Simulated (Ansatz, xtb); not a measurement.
## C2H9NOSi3: which of two isomers lies lower

Structure X: `CO[SiH](C#N)[SiH2][SiH3]`, a singlet. Structure Y: `CO[SiH2][SiH2][SiH2]C#N`, a singlet. Both are isolated molecules in the gas phase, relaxed with r2SCAN-D4/def2-SVP, each in the lowest conformer that the search found.

Task: Estimate E(Y) − E(X) at the level CCSD(T)/def2-SVP + ΔMP2/def2-TZVPP.

Result: Calculated at CCSD(T)/def2-SVP + ΔMP2/def2-TZVPP: E(Y) − E(X) = +0.069 eV, so structure X lies lower.

Level by level:

```tsv
level	geometry	E(Y) − E(X) (eV)	departure from the last row (eV)	job, with rough time for the two
r2SCAN-D4/def2-SVP	r2SCAN-D4/def2-SVP	+0.046	−0.023	optimisation, 4.6 min
HF/def2-SVP	r2SCAN-D4/def2-SVP	+0.099	+0.030	part of the CCSD(T) run
MP2/def2-SVP	r2SCAN-D4/def2-SVP	+0.044	−0.025	part of the CCSD(T) run
CCSD(T)/def2-SVP	r2SCAN-D4/def2-SVP	+0.048	−0.020	single point
CCSD(T)/def2-SVP + ΔMP2/def2-TZVPP	r2SCAN-D4/def2-SVP	+0.069		single point, 2.4 min
```

As drawn, both hold the same kinds of bond in the same numbers.

The levels shown agree on the order. The largest departure from CCSD(T)/def2-SVP + ΔMP2/def2-TZVPP is that of HF/def2-SVP, 0.030 eV. Levels run at GFN2-xTB geometries aren't shown. The last row adds to CCSD(T) the change of the MP2 difference between the two basis sets, here +0.020 eV.

With thermal terms from frequencies at re-optimised GFN2-xTB minima (ideal gas, soft modes damped towards free rotors, one conformer each, 298.15 K, 1 atm): the zero-point term adds +0.006 eV; ΔH is +0.066 and ΔG +0.097 eV.

The correlated steps freeze 19 core orbitals. Programs: Ansatz 0.2.0, xtb 6.7.1; the last row on 2 threads of Intel(R) Xeon(R) Platinum 8259CL CPU @ 2.50GHz (Skylake/Cascade Lake) on a shared host.
